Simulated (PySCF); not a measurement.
PySCF 2.14 output of an unrestricted MN15 calculation on a single atom or ion in x2c-SVPall (5s4p3d, 32 functions), with the spin-free X2C one-electron Hamiltonian (Gaussian nucleus):

```
SCF conv_tol = 1e-09
number electrons alpha = 16  beta = 15
    H. S. Yu, X. He, S. L. Li, and D. G. Truhlar.,  Chem. Sci. 7, 5032-5051 (2016)
    H. S. Yu, X. He, S. L. Li, and D. G. Truhlar.,  Chem. Sci. 7, 5032-5051 (2016)
cycle= 1 E= -2260.62601392343  delta_E= -0.00913  |g|= 0.158  |ddm|= 0.14
cycle= 2 E= -2260.62707153467  delta_E= -0.00106  |g|= 0.133  |ddm|= 0.114
cycle= 3 E= -2260.6295763761  delta_E= -0.0025  |g|= 0.000951  |ddm|= 0.0466
cycle= 4 E= -2260.62957717799  delta_E= -8.02e-07  |g|= 6.03e-05  |ddm|= 0.00177
cycle= 5 E= -2260.6295771809  delta_E= -2.91e-09  |g|= 2.66e-06  |ddm|= 9.77e-05
cycle= 6 E= -2260.6295771809  delta_E= -2.73e-12  |g|= 1.81e-07  |ddm|= 6.27e-06
converged SCF energy = -2260.6295771809  <S^2> = 0.75223946  2S+1 = 2.0022382
```

The run itself started from symmetry-adapted Hartree-Fock orbitals and held the occupation by maximum overlap, on a logarithmic radial grid, so the iterations belong to that start.

Which element, charge and spin multiplicity is this?

As²⁺ (arsenic, charge +2), multiplicity 2; the state was [Ar] 3d10 4s2 4p1, 2P determinant.
